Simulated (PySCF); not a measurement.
## Vibration and rotation of KMg

ROHF-CCSD(T) constants of KMg, ²Σ⁺ (doublet), unpaired electrons σ ↑ (PySCF, no relativity, basis sets K def2-SVPD, Mg def2-SVPD; masses 38.9637 and 23.9850 u):

* ωe: 56.5 cm⁻¹
* ωexe: 1.16 cm⁻¹
* Be: 0.063865 cm⁻¹
* αe: 0.00141 cm⁻¹
* D (centrifugal): 3.27e-07 cm⁻¹
* De to K + Mg: 0.090 eV

Problem. Give the vibrational terms G(v) and spacings up to v = 6.

Solution. G(v) = ωe(v+½) − ωexe(v+½)².

```json
{"v": "0", "G(v) (cm⁻¹)": "28.0", "G(v) − G(v−1)": "", "Bv (cm⁻¹)": "0.06316"}
{"v": "1", "G(v) (cm⁻¹)": "82.1", "G(v) − G(v−1)": "54.2", "Bv (cm⁻¹)": "0.06175"}
{"v": "2", "G(v) (cm⁻¹)": "134.0", "G(v) − G(v−1)": "51.9", "Bv (cm⁻¹)": "0.06034"}
{"v": "3", "G(v) (cm⁻¹)": "183.5", "G(v) − G(v−1)": "49.5", "Bv (cm⁻¹)": "0.05893"}
{"v": "4", "G(v) (cm⁻¹)": "230.8", "G(v) − G(v−1)": "47.2", "Bv (cm⁻¹)": "0.05752"}
{"v": "5", "G(v) (cm⁻¹)": "275.7", "G(v) − G(v−1)": "44.9", "Bv (cm⁻¹)": "0.05611"}
{"v": "6", "G(v) (cm⁻¹)": "318.2", "G(v) − G(v−1)": "42.6", "Bv (cm⁻¹)": "0.05470"}
```

Problem. How well does the Morse estimate ωe²/(4ωexe) reproduce De, and what is D0?

Solution. It gives 0.085 eV, 95 % of the computed De. D0 = De − G(0) = 0.090 − 0.003 = 0.087 eV.

Correlated steps freeze 6 core orbitals. The bond is weak. Basis-set superposition, not corrected here, can be much of De in a small basis, most of all at correlated wavefunction levels. The state is the lowest determinant that a PBE0 search found; another state may lie lower at other levels.
